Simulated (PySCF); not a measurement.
**Static response to an electric field**

C6H11N.
Geometry (GFN2-xTB, Å), atoms numbered from 1 in this order:
```xyz
18
C6H11N angstrom
C      1.1349    1.1521   -0.3361
C     -0.1098    1.5948   -0.4206
C     -1.2928    0.9172    0.2080
C     -1.4756   -0.5353   -0.2700
N     -0.5549   -1.5044    0.2852
C      0.8286   -1.3558   -0.1139
C      1.5434   -0.0918    0.3988
H      1.9290    1.7027   -0.8215
H     -0.3167    2.5008   -0.9735
H     -1.1730    0.9098    1.2977
H     -2.2002    1.4776   -0.0217
H     -1.3811   -0.5746   -1.3588
H     -2.4832   -0.8707   -0.0040
H     -0.6192   -1.4922    1.2995
H      1.3604   -2.2372    0.2589
H      0.8628   -1.3752   -1.2068
H      1.3181    0.0236    1.4656
H      2.6205   -0.2351    0.3015
```

Level: CAM-B3LYP/def2-SVPD (PySCF), static field, nuclei fixed, core orbitals frozen in the response. The polarisability tensor in these axes (au):

```
x   86.59 -3.76  0.30
y   -3.76 76.72 -3.57
z    0.30 -3.57 64.73
```

Problem. Give the principal values, the mean and the anisotropy Δα = √{½[(α1 − α2)² + (α2 − α3)² + (α1 − α3)²]}.

Solution. Principal values 63.73, 76.36 and 87.95 au; mean 76.01 au = 11.26 Å³ = 12.53 × 10⁻⁴⁰ C²·m²/J; Δα = 20.98 au (28 % of the mean).

Problem. What is the dipole moment, and where does it point?

Solution. (0.23, 0.75, 0.54) D, 0.95 D in size, pointing from the negative to the positive side. Measured along this direction, the outermost atoms are H16 and H12 at the negative end and H8 and H9 at the positive end.

Problem. What molar refraction does this α imply?

Solution. Lorentz–Lorenz: R = (4π/3)N_A α = 2.5225 cm³/(mol·Å³) × 11.26 Å³ = 28.4 cm³/mol, in the limit of long wavelengths.

Problem. Orientational against electronic polarisability at 250 K (dilute gas, rigid molecules)?

Solution. In Gaussian units μ²/3kT = 8.74 Å³ against 11.26 Å³, a ratio of 0.78; the Debye molar polarisation (4π/3)N_A(α + μ²/3kT) is 50.5 cm³/mol, leaving out the vibrational part.

Problem. Refractivity n − 1 of an ideal gas of it at 350 K and 1 atm, from the electronic α?

Solution. N = p/kT = 2.0968 × 10¹⁹ cm⁻³, so n − 1 = 2π × N × 11.26 × 10⁻²⁴ cm³ = 1484 × 10⁻⁶ at long wavelengths.

The structure is a single GFN2-xTB conformer in the gas phase; no vibrational or solvent corrections.

These values come from a run that also computed excited states. The run took 86 s on one thread, Arm Neoverse N1, shared host.
